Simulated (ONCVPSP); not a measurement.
# Transferability test, ONCV potential for ytterbium (Yb)

Yb (Z = 70), optimised norm-conserving Vanderbilt (ONCV), made with ONCVPSP 4.0.1 (PBEsol, scalar-relativistic). Core [Xe] 4f13, reference 5d1 6s1.75 6p0.25. Waves: 6s: rc 2.60 bohr, ncon 4, nbas 7, qcut 2.6 1/bohr, 2 projectors, debl 3.6 Ha; 6p: rc 3.55 bohr, ncon 4, nbas 6, qcut 2.8 1/bohr, 1 projector; 5d: rc 2.50 bohr, ncon 5, nbas 9, qcut 6.7 1/bohr, 2 projectors, debl 1 Ha. Local part: polynomial inside 2.05 bohr (lpopt 2, dvloc0 6 Ha). Core correction: Teter function, fcfact 3.75, rcfact 1.7.

Energies are relative to the spin-unpolarised reference configuration 5d1 6s1.75 6p0.25; without spin polarisation the order of configurations can differ from experiment.

```tsv
valence configuration	charge	ΔE all-electron (eV)	error AE − PS (meV)
5d1 6s2 6p0	0	-0.824	-1.5
5d1 6s0 6p2	0	6.072	-84
```

(1) What are ΔE and the potential's error for 5d1 6s1 6p0?

(2) What are ΔE and the potential's error for 5d1 6s0 6p0?

Levels in the configuration 5d1 6s1 6p0:

| level | all-electron (eV) | pseudo (eV) |
| --- | --- | --- |
| 5d | -7.988 | -8.127 |
| 6s | -10.089 | -10.308 |

Results:

(1) ΔE = 6.457 eV all-electron; the error (AE − PS) is -86 meV.

(2) ΔE = 19.505 eV all-electron; the error (AE − PS) is -542 meV.
